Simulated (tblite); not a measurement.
A geometry optimisation, step by step.

Compound: CH12Ge2OSi3.
Bonds: Si1–Ge2, Ge2–C3, C3–Ge4, Ge2–Si5, Si5–O6, O6–Si7, Ge2–Si7. Hydrogens: H8, H9, H10 on Si1; H11, H12 on C3; H13, H14, H15 on Ge4; H16, H17 on Si5; H18, H19 on Si7.

Computed with GFN2-xTB (tblite), gas phase: L-BFGS steps from a force-field or distance-geometry start until the largest atomic force falls under 0.01 eV/Å. 10 of its 173 geometries are shown.

Step 0: E = -581.9035 eV, largest atomic force 2.728 eV/Å
```
atom  x, y, z in Å  |  force x, y, z in eV/Å
Si1     0.853    2.107    0.491    0.455   0.700   0.446
Ge2    -0.259    0.254   -0.216   -0.471   0.790   0.740
C3      0.690   -1.059   -1.244    0.211  -1.405  -0.942
Ge4     2.357   -1.445   -0.335    0.704  -0.131   0.661
Si5    -1.768   -0.674    1.290    0.532  -1.744   0.033
O6     -2.853   -0.935   -0.026    1.004   2.149   1.348
Si7    -2.466    0.613   -0.634   -1.017  -0.148  -1.625
H8      1.553    2.800   -0.599   -0.018   0.053   0.159
H9     -0.135    2.998    1.152    0.223  -0.104  -0.247
H10     1.797    1.735    1.553    0.119   0.138  -0.076
H11     0.103   -2.019   -1.267    0.370   0.917  -0.347
H12     0.946   -0.718   -2.266   -0.411  -0.378   0.351
H13     3.467   -0.558   -0.918   -0.232  -0.316   0.281
H14     2.778   -2.927   -0.451   -0.041   0.512   0.028
H15     2.209   -1.115    1.182    0.219  -0.221  -0.677
H16    -1.285   -1.935    1.868   -0.628  -0.054   0.022
H17    -2.178    0.353    2.238   -0.327  -0.230   0.104
H18    -2.963    1.733    0.190   -0.149  -0.310  -0.153
H19    -2.856    0.802   -2.016   -0.543  -0.218  -0.107
```

Step 19: E = -583.3432 eV, largest atomic force 0.339 eV/Å
```
atom  x, y, z in Å  |  force x, y, z in eV/Å
Si1     1.025    2.240    0.542    0.002  -0.047  -0.002
Ge2    -0.271    0.357   -0.165   -0.232   0.237   0.057
C3      0.739   -1.023   -1.223    0.141  -0.150  -0.063
Ge4     2.422   -1.474   -0.333    0.110  -0.024  -0.072
Si5    -1.708   -0.797    1.356   -0.063   0.170   0.279
O6     -2.917   -0.542    0.265   -0.036   0.143  -0.008
Si7    -2.582    0.642   -0.832    0.024   0.047   0.039
H8      1.736    2.969   -0.519   -0.069  -0.096  -0.005
H9      0.054    3.161    1.147    0.020   0.019  -0.023
H10     2.021    1.927    1.575   -0.022  -0.061  -0.043
H11     0.119   -1.909   -1.303   -0.168  -0.194   0.137
H12     0.940   -0.742   -2.251    0.076   0.291  -0.156
H13     3.547   -0.614   -0.831   -0.039  -0.006   0.039
H14     2.875   -2.902   -0.501   -0.068   0.072  -0.046
H15     2.306   -1.237    1.133    0.038  -0.006   0.154
H16    -1.796   -2.216    1.673    0.038  -0.080  -0.061
H17    -2.069    0.004    2.550    0.092  -0.147  -0.167
H18    -3.124    1.891   -0.255    0.055  -0.129  -0.134
H19    -3.327    0.273   -2.037    0.102  -0.039   0.074
```

Step 38: E = -583.4718 eV, largest atomic force 0.113 eV/Å
```
atom  x, y, z in Å  |  force x, y, z in eV/Å
Si1     1.019    2.218    0.534   -0.041  -0.097  -0.040
Ge2    -0.347    0.385   -0.092    0.030  -0.024   0.023
C3      0.736   -0.942   -1.160    0.006  -0.007  -0.038
Ge4     2.430   -1.435   -0.309   -0.004  -0.037  -0.033
Si5    -1.767   -0.763    1.433   -0.007  -0.014   0.033
O6     -3.027   -0.217    0.512    0.050   0.002   0.030
Si7    -2.603    0.639   -0.832   -0.026   0.002   0.004
H8      1.696    2.797   -0.628    0.039   0.028  -0.010
H9      0.183    3.252    1.146   -0.002   0.040   0.012
H10     2.031    1.803    1.506    0.056   0.021   0.018
H11     0.134   -1.841   -1.303    0.001   0.008   0.012
H12     0.953   -0.551   -2.155   -0.016   0.035  -0.007
H13     3.557   -0.549   -0.745   -0.026  -0.001  -0.001
H14     2.822   -2.847   -0.645    0.033   0.036  -0.012
H15     2.387   -1.356    1.182   -0.038  -0.003   0.058
H16    -1.848   -2.226    1.403   -0.015   0.046   0.001
H17    -1.976   -0.246    2.787   -0.036  -0.008  -0.052
H18    -3.201    1.966   -0.682   -0.031  -0.006   0.007
H19    -3.190   -0.079   -1.961    0.027  -0.020  -0.005
```

Step 57: E = -583.4857 eV, largest atomic force 0.067 eV/Å
```
atom  x, y, z in Å  |  force x, y, z in eV/Å
Si1     1.066    2.200    0.525   -0.047  -0.045  -0.014
Ge2    -0.338    0.378   -0.050   -0.020   0.029  -0.030
C3      0.719   -0.928   -1.173   -0.004   0.011   0.018
Ge4     2.408   -1.428   -0.317    0.005  -0.006   0.044
Si5    -1.787   -0.751    1.466   -0.006  -0.063  -0.012
O6     -3.032   -0.158    0.564    0.016  -0.006  -0.012
Si7    -2.590    0.633   -0.814   -0.012  -0.006  -0.030
H8      1.730    2.759   -0.653    0.035   0.014  -0.048
H9      0.249    3.256    1.123   -0.007   0.037   0.026
H10     2.102    1.813    1.483    0.040  -0.009   0.032
H11     0.115   -1.819   -1.347    0.016   0.022   0.005
H12     0.935   -0.492   -2.150   -0.016  -0.011   0.010
H13     3.509   -0.476   -0.669   -0.015   0.001   0.001
H14     2.875   -2.803   -0.703    0.008   0.013  -0.028
H15     2.312   -1.424    1.180   -0.021  -0.014  -0.017
H16    -1.890   -2.210    1.376    0.009  -0.001   0.020
H17    -2.030   -0.276    2.824    0.006   0.023   0.038
H18    -3.279    1.920   -0.750    0.012  -0.004  -0.010
H19    -3.084   -0.185   -1.925    0.002   0.016   0.006
```

Step 76: E = -583.4986 eV, largest atomic force 0.040 eV/Å
```
atom  x, y, z in Å  |  force x, y, z in eV/Å
Si1     1.114    2.193    0.513    0.010   0.012  -0.011
Ge2    -0.350    0.408   -0.027   -0.019   0.022   0.017
C3      0.682   -0.902   -1.162   -0.001   0.024   0.005
Ge4     2.364   -1.410   -0.307   -0.005  -0.012   0.027
Si5    -1.785   -0.753    1.486    0.026   0.015  -0.027
O6     -3.024   -0.263    0.513   -0.005   0.007   0.003
Si7    -2.593    0.594   -0.829    0.014  -0.023  -0.004
H8      1.779    2.697   -0.691    0.017   0.008  -0.033
H9      0.375    3.308    1.109   -0.016  -0.009   0.011
H10     2.164    1.783    1.451   -0.012  -0.012   0.016
H11     0.065   -1.784   -1.339    0.028   0.000   0.007
H12     0.896   -0.461   -2.137    0.000  -0.006  -0.021
H13     3.404   -0.346   -0.478   -0.018  -0.024   0.013
H14     2.943   -2.685   -0.851    0.012   0.001  -0.017
H15     2.182   -1.613    1.167    0.022  -0.012  -0.007
H16    -1.831   -2.216    1.501   -0.006   0.013  -0.013
H17    -2.055   -0.195    2.810   -0.020   0.002  -0.003
H18    -3.319    1.859   -0.754   -0.011  -0.010   0.013
H19    -3.020   -0.204   -1.981   -0.017   0.004   0.025
```

Step 96: E = -583.5039 eV, largest atomic force 0.023 eV/Å
```
atom  x, y, z in Å  |  force x, y, z in eV/Å
Si1     1.133    2.207    0.492    0.004   0.006  -0.008
Ge2    -0.362    0.443   -0.036   -0.008  -0.005   0.004
C3      0.681   -0.882   -1.144    0.003  -0.008  -0.005
Ge4     2.357   -1.419   -0.292    0.000  -0.008  -0.022
Si5    -1.777   -0.727    1.489    0.017   0.010  -0.003
O6     -3.028   -0.272    0.514    0.006   0.003  -0.004
Si7    -2.615    0.578   -0.836    0.000   0.004   0.009
H8      1.821    2.691   -0.709   -0.005  -0.003   0.001
H9      0.414    3.336    1.087   -0.006   0.000   0.002
H10     2.160    1.760    1.440   -0.014   0.011   0.006
H11     0.063   -1.764   -1.316    0.003  -0.006  -0.004
H12     0.907   -0.459   -2.124   -0.008   0.009   0.004
H13     3.375   -0.324   -0.350   -0.001  -0.002   0.006
H14     2.978   -2.617   -0.956    0.000   0.002   0.006
H15     2.170   -1.768    1.151   -0.003  -0.011   0.009
H16    -1.789   -2.190    1.504   -0.001  -0.009  -0.002
H17    -2.084   -0.175    2.808    0.004   0.005   0.005
H18    -3.368    1.829   -0.759    0.006  -0.001  -0.004
H19    -3.045   -0.239   -1.972    0.004   0.003  -0.001
```

Step 115: E = -583.5084 eV, largest atomic force 0.032 eV/Å
```
atom  x, y, z in Å  |  force x, y, z in eV/Å
Si1     1.099    2.255    0.478    0.013   0.006  -0.002
Ge2    -0.335    0.440   -0.039   -0.006  -0.003   0.001
C3      0.693   -0.887   -1.158   -0.002   0.002  -0.007
Ge4     2.340   -1.491   -0.301    0.015   0.025   0.012
Si5    -1.737   -0.707    1.509   -0.003   0.004  -0.008
O6     -2.998   -0.239    0.554   -0.001   0.001  -0.003
Si7    -2.592    0.577   -0.820   -0.003  -0.005   0.010
H8      1.840    2.704   -0.705   -0.002  -0.006   0.001
H9      0.310    3.387    0.973    0.004  -0.003  -0.005
H10     2.079    1.896    1.508   -0.010   0.001  -0.005
H11     0.055   -1.750   -1.356   -0.002  -0.001  -0.012
H12     0.938   -0.444   -2.125    0.005   0.006  -0.007
H13     3.322   -0.370   -0.158   -0.003  -0.011   0.006
H14     3.033   -2.572   -1.083   -0.003  -0.009   0.001
H15     2.088   -2.035    1.071    0.003  -0.003   0.000
H16    -1.763   -2.170    1.520   -0.001  -0.010   0.007
H17    -2.009   -0.151    2.833   -0.004   0.001   0.003
H18    -3.340    1.831   -0.772   -0.001   0.006   0.006
H19    -3.032   -0.264   -1.935   -0.001  -0.002   0.002
```

Step 134: E = -583.5107 eV, largest atomic force 0.019 eV/Å
```
atom  x, y, z in Å  |  force x, y, z in eV/Å
Si1     1.079    2.270    0.444    0.004  -0.005  -0.008
Ge2    -0.334    0.429   -0.041    0.001   0.002   0.002
C3      0.722   -0.856   -1.183   -0.003   0.006   0.006
Ge4     2.328   -1.524   -0.293   -0.011  -0.005   0.008
Si5    -1.722   -0.712    1.529    0.003  -0.005  -0.001
O6     -2.991   -0.249    0.583    0.010  -0.001   0.001
Si7    -2.598    0.566   -0.795   -0.010   0.000   0.004
H8      1.875    2.650   -0.728   -0.002  -0.007  -0.001
H9      0.282    3.432    0.842   -0.009   0.005  -0.003
H10     2.012    1.966    1.533    0.010  -0.005   0.012
H11     0.090   -1.702   -1.457   -0.004   0.007  -0.004
H12     1.011   -0.361   -2.111    0.001  -0.002  -0.005
H13     3.292   -0.424    0.016    0.009   0.017  -0.003
H14     3.068   -2.525   -1.136    0.003  -0.006   0.003
H15     2.006   -2.198    1.004   -0.004  -0.007   0.004
H16    -1.762   -2.174    1.569    0.008   0.000  -0.006
H17    -1.974   -0.132    2.848    0.002   0.001  -0.004
H18    -3.335    1.825   -0.729   -0.004   0.002  -0.005
H19    -3.061   -0.272   -1.903   -0.004   0.003  -0.001
```

Step 153: E = -583.5116 eV, largest atomic force 0.022 eV/Å
```
atom  x, y, z in Å  |  force x, y, z in eV/Å
Si1     1.079    2.268    0.436    0.006   0.012  -0.011
Ge2    -0.336    0.430   -0.050   -0.001   0.009  -0.005
C3      0.731   -0.841   -1.196   -0.015   0.012   0.000
Ge4     2.312   -1.531   -0.281    0.022  -0.002   0.003
Si5    -1.704   -0.721    1.524   -0.002   0.003   0.012
O6     -2.985   -0.258    0.594    0.001  -0.007  -0.002
Si7    -2.610    0.565   -0.784    0.007   0.006   0.005
H8      1.898    2.608   -0.733   -0.002   0.005   0.008
H9      0.278    3.444    0.789    0.002   0.005  -0.008
H10     1.992    1.993    1.549   -0.001  -0.012   0.006
H11     0.098   -1.675   -1.504    0.000  -0.008   0.001
H12     1.045   -0.327   -2.106    0.003  -0.004  -0.011
H13     3.277   -0.435    0.047   -0.003  -0.004  -0.003
H14     3.064   -2.533   -1.114   -0.012   0.009   0.012
H15     1.967   -2.208    1.009   -0.008  -0.003  -0.003
H16    -1.734   -2.183    1.562   -0.001  -0.011  -0.008
H17    -1.947   -0.146    2.846    0.001  -0.001   0.005
H18    -3.347    1.825   -0.704    0.003  -0.009  -0.001
H19    -3.087   -0.265   -1.891    0.001   0.001   0.001
```

Step 172: E = -583.5131 eV, largest atomic force 0.007 eV/Å
```
atom  x, y, z in Å  |  force x, y, z in eV/Å
Si1     1.082    2.289    0.412   -0.004  -0.003   0.000
Ge2    -0.335    0.453   -0.075   -0.001   0.001   0.005
C3      0.733   -0.818   -1.221   -0.004   0.005   0.003
Ge4     2.274   -1.537   -0.258    0.005  -0.001   0.001
Si5    -1.655   -0.740    1.511   -0.001   0.000   0.001
O6     -2.962   -0.279    0.614    0.002  -0.002  -0.005
Si7    -2.624    0.562   -0.762   -0.004  -0.002  -0.003
H8      1.968    2.578   -0.720    0.003  -0.002   0.001
H9      0.289    3.492    0.681    0.001   0.000  -0.001
H10     1.926    2.025    1.582    0.004   0.005   0.003
H11     0.097   -1.640   -1.550    0.000  -0.002   0.001
H12     1.080   -0.303   -2.118   -0.002   0.002  -0.004
H13     3.245   -0.458    0.108   -0.001  -0.006  -0.002
H14     3.036   -2.551   -1.066   -0.002   0.002   0.002
H15     1.867   -2.211    1.015    0.001  -0.001  -0.002
H16    -1.665   -2.204    1.512    0.001   0.002  -0.001
H17    -1.886   -0.203    2.851    0.000   0.000   0.000
H18    -3.370    1.815   -0.654   -0.002  -0.002  -0.001
H19    -3.111   -0.261   -1.870    0.003   0.002   0.003
```

**Question.** Summarise the path.

**Answer.** The energy falls by 1.6095 eV from step 0 to step 172; nine tenths of that is first reached at step 20. It falls at every step. The largest force goes from 2.728 to 0.007 eV/Å. Among the bonds Ge2–Si7 changes most, from 2.275 to 2.393 Å; the atoms move by 0.683 Å rms after alignment.

**Question.** Follow the three bonds and two angles with the largest change from start to end.

**Answer.** 
```
step  E above end (eV)  largest force (eV/Å)  Ge2–Si7 (Å)  Ge2–C3 (Å)  Si1–Ge2 (Å)  Si5–O6–Si7 (°)  Si1–Ge2–Si7 (°)
   0            1.6095                 2.728        2.275       1.919        2.274            89.5            113.8
   7            0.5915                 0.576        2.348       1.997        2.324           107.5            116.8
  15            0.2281                 0.285        2.408       2.055        2.381           112.8            120.8
  22            0.1361                 0.159        2.412       2.038        2.398           115.2            121.6
  30            0.0644                 0.229        2.401       2.006        2.384           115.7            122.7
  37            0.0429                 0.106        2.385       2.017        2.369           115.2            123.0
  45            0.0349                 0.100        2.394       2.017        2.369           115.8            122.6
  52            0.0296                 0.047        2.393       2.023        2.371           115.6            123.4
  60            0.0255                 0.077        2.391       2.019        2.363           115.5            124.0
  67            0.0193                 0.061        2.386       2.014        2.372           115.7            126.0
  75            0.0148                 0.046        2.386       2.017        2.373           115.9            126.6
  82            0.0116                 0.039        2.391       2.021        2.375           115.8            127.7
  90            0.0097                 0.023        2.393       2.019        2.373           115.9            128.6
  97            0.0091                 0.044        2.395       2.018        2.373           115.9            128.7
 105            0.0076                 0.080        2.394       2.016        2.370           115.9            127.8
 112            0.0053                 0.037        2.393       2.018        2.373           115.6            127.1
 120            0.0044                 0.033        2.391       2.018        2.371           115.7            126.5
 127            0.0038                 0.032        2.390       2.018        2.373           115.7            126.6
 135            0.0023                 0.014        2.391       2.018        2.371           115.8            125.9
 142            0.0021                 0.011        2.391       2.017        2.369           115.8            125.9
 150            0.0017                 0.024        2.395       2.018        2.371           115.9            126.0
 157            0.0012                 0.029        2.392       2.017        2.370           115.7            126.3
 165            0.0003                 0.034        2.394       2.016        2.373           115.8            126.5
 172            0.0000                 0.007        2.393       2.017        2.371           115.8            126.6
```

The cost below is that of the whole relaxation. The run took 3.5 s wall on one thread, Arm Neoverse N1 (aarch64), no GPU, shared host with 64 logical CPUs at a one-minute load of 58.
